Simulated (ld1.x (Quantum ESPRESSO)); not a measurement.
vanadium TM: all-electron and pseudo phase curves

V, norm-conserving Troullier–Martins (Kleinman–Bylander form), made with ld1.x (Quantum ESPRESSO) 7.5 (PBEsol, scalar-relativistic). Core [Ne] 3s2, reference 3p6 3d3 4s2 4p0. Waves: 4s (bound): rc 2.15 bohr; 3p (bound): rc 1.30 bohr; 3d (bound): rc 1.30 bohr. Local part: the d channel. Core correction: a·sin(br)/r model core inside 1.10 bohr.

The phase is arctan(r·u′/u) with u = r·R(r), unwrapped; energies in Ry, scanned from -5 to 5 Ry. A pole is an energy at which the radial function vanishes at the test radius. The pseudo phase is shifted by a multiple of π to meet the all-electron one at the reference energy, and phase errors are pseudo minus all-electron; the curves can meet again beyond the range given. Levels narrower than the energy grid can be missing from the lists of poles.

| channel | radius (bohr) | reference energy (Ry) | poles, all-electron | poles, pseudo | unbroken range about the reference energy with phases within 0.05 rad | phase error 1 Ry above the reference energy (rad) |
| --- | --- | --- | --- | --- | --- | --- |
| s | 2.36 | -0.35 | 3.27 | 1.38 | -4.8 to 0.2 | -0.118 |
| p | 2.36 | -3.23 | -3.14, 4.31 | -3.14, 4.34 | the whole range | +0.000 |
| d | 2.36 | -0.38 | -0.03 | -0.03 | below 2.0 | +0.003 |

Note: ghost state, extra bound levels that the all-electron valence spectrum of the same l lacks: s at -228.3 eV. A true bound ghost makes a file unfit for plane-wave use.

Phases in the s channel:

| E (Ry) | all-electron | pseudo |
| --- | --- | --- |
| -5.00 | 1.457 | 1.358 |
| -4.74 | 1.396 | 1.351 |
| -4.48 | 1.374 | 1.344 |
| -4.22 | 1.359 | 1.335 |
| -3.96 | 1.346 | 1.326 |
| -3.70 | 1.333 | 1.315 |
| -3.44 | 1.320 | 1.303 |
| -3.18 | 1.305 | 1.290 |
| -2.92 | 1.289 | 1.274 |
| -2.66 | 1.270 | 1.256 |
| -2.40 | 1.248 | 1.234 |
| -2.14 | 1.221 | 1.208 |
| -1.88 | 1.189 | 1.176 |
| -1.62 | 1.148 | 1.136 |
| -1.36 | 1.095 | 1.084 |
| -1.10 | 1.022 | 1.013 |
| -0.84 | 0.918 | 0.912 |
| -0.58 | 0.762 | 0.760 |
| -0.32 | 0.516 | 0.516 |
| -0.06 | 0.138 | 0.127 |
| 0.20 | -0.329 | -0.380 |
| 0.46 | -0.726 | -0.819 |
| 0.72 | -0.988 | -1.114 |
| 0.98 | -1.155 | -1.315 |
| 1.24 | -1.264 | -1.479 |
| 1.50 | -1.342 | -1.669 |
| 1.76 | -1.399 | -2.058 |
| 2.02 | -1.443 | -3.339 |
| 2.28 | -1.478 | -4.134 |
| 2.54 | -1.507 | -4.358 |
| 2.80 | -1.532 | -4.462 |
| 3.06 | -1.555 | -4.525 |
| 3.32 | -1.575 | -4.569 |
| 3.58 | -1.593 | -4.602 |
| 3.84 | -1.610 | -4.629 |
| 4.10 | -1.627 | -4.652 |
| 4.36 | -1.643 | -4.671 |
| 4.62 | -1.660 | -4.688 |
| 4.88 | -1.677 | -4.704 |
